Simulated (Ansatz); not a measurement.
Total energies of CH5GeS (`[CH3][GeH2][S]`) radical.

Cartesian coordinates in Å:
```
C 1.0009 0.3085 -0.2681
Ge -0.7410 -0.3151 0.3418
S -2.3249 0.0910 -1.1542
H 0.9546 1.3753 -0.4869
H 1.2924 -0.2250 -1.1732
H 1.7532 0.1322 0.5031
H -1.2143 0.4576 1.5896
H -0.7210 -1.8245 0.6481
```

Total charge 0; spin multiplicity 2. Correlated methods include outer-core shells of Ge, which these sets cover unevenly. Scalar relativity is left out up to krypton. All single points use the PBE0-D4/def2-TZVP geometry. Basis def2-TZVPP, Ansatz.

RPA on PBE orbitals: Hartree–Fock energy of these orbitals -2513.65601 Eh, correlation -0.99751 Eh (frozen core).

```json
{"functional": "LDA (SPW92)", "energy without D4 (Eh)": "-2511.37613", "D4 term (kJ/mol)": "–"}
{"functional": "PBE", "energy without D4 (Eh)": "-2515.76783", "D4 term (kJ/mol)": "-14.5"}
{"functional": "revPBE", "energy without D4 (Eh)": "-2516.07373", "D4 term (kJ/mol)": "-40.5"}
{"functional": "B97M-V", "energy without D4 (Eh)": "-2515.83159", "D4 term (kJ/mol)": "–"}
{"functional": "B3LYP", "energy without D4 (Eh)": "-2516.38984", "D4 term (kJ/mol)": "-23.7"}
{"functional": "r2SCAN0", "energy without D4 (Eh)": "-2516.23363", "D4 term (kJ/mol)": "-4.1"}
{"functional": "HSE06 (plane-wave form)", "energy without D4 (Eh)": "-2515.85725", "D4 term (kJ/mol)": "-11.6"}
{"functional": "CAM-B3LYP", "energy without D4 (Eh)": "-2516.42540", "D4 term (kJ/mol)": "-12.7"}
{"functional": "ωB97X-V", "energy without D4 (Eh)": "-2516.05604", "D4 term (kJ/mol)": "–"}
{"functional": "ωB97M-V", "energy without D4 (Eh)": "-2516.14588", "D4 term (kJ/mol)": "–"}
```

Q: Give the same for BLYP, r2SCAN, PBE0, r2SCANh, BHLYP, LC-ωPBE, B2PLYP, PBE-QIDH. (An estimate is asked.)

A: The calculation gave: 
```json
{"functional": "BLYP", "energy without D4 (Eh)": "-2516.34298", "D4 term (kJ/mol)": "-31.5"}
{"functional": "r2SCAN", "energy without D4 (Eh)": "-2516.25786", "D4 term (kJ/mol)": "-3.4"}
{"functional": "PBE0", "energy without D4 (Eh)": "-2515.86700", "D4 term (kJ/mol)": "-12.3"}
{"functional": "r2SCANh", "energy without D4 (Eh)": "-2516.24768", "D4 term (kJ/mol)": "-3.7"}
{"functional": "BHLYP", "energy without D4 (Eh)": "-2516.27415", "D4 term (kJ/mol)": "-19.5"}
{"functional": "LC-ωPBE", "energy without D4 (Eh)": "-2515.91059", "D4 term (kJ/mol)": "–"}
{"functional": "B2PLYP", "energy without D4 (Eh)": "-2515.78193", "D4 term (kJ/mol)": "–"}
{"functional": "PBE-QIDH", "energy without D4 (Eh)": "-2515.44885", "D4 term (kJ/mol)": "–"}
```

B3LYP takes the VWN-RPA correlation (the form of Gaussian; ORCA's B3LYP/G). HSE06 is the plane-wave form, built on full-range PBE exchange. The double hybrids freeze the cores in their second-order part.

LC-ωPBE has ω = 0.4 bohr⁻¹.
